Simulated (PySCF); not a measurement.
Working with the constants of As₂⁺

UHF-CCSD(T) constants of As₂⁺, ²Πu (doublet), unpaired electrons π ↑ (As cc-pVDZ-PP with ECP10; scalar-relativistic core potentials (PySCF 2.14); masses 74.9216 and 74.9216 u):

* ωe: 367.3 cm⁻¹
* ωexe: 0.963 cm⁻¹
* Be: 0.090287 cm⁻¹
* αe: 0.000306 cm⁻¹
* D (centrifugal): 2.18e-08 cm⁻¹
* De to As⁺ + As: 3.38 eV

Give the vibrational terms G(v) and spacings up to v = 6.

G(v) = ωe(v+½) − ωexe(v+½)².

| v | G(v) (cm⁻¹) | G(v) − G(v−1) | Bv (cm⁻¹) |
| --- | --- | --- | --- |
| 0 | 183.4 |  | 0.09013 |
| 1 | 548.8 | 365.4 | 0.08983 |
| 2 | 912.2 | 363.4 | 0.08952 |
| 3 | 1273.8 | 361.5 | 0.08922 |
| 4 | 1633.3 | 359.6 | 0.08891 |
| 5 | 1991.0 | 357.7 | 0.08860 |
| 6 | 2346.8 | 355.7 | 0.08830 |

How well does the Morse estimate ωe²/(4ωexe) reproduce De, and what is D0?

It gives 4.34 eV, 128 % of the computed De. D0 = De − G(0) = 3.38 − 0.02 = 3.36 eV.

Correlated steps freeze 8 core orbitals. Correlated levels converge slowly with the basis: in double zeta they bind strong bonds too weakly, by up to about 1 eV, and carry superposition errors of some tenths. Spin–orbit coupling is left out. The state was picked by a PBE0 search and need not be the measured ground state.
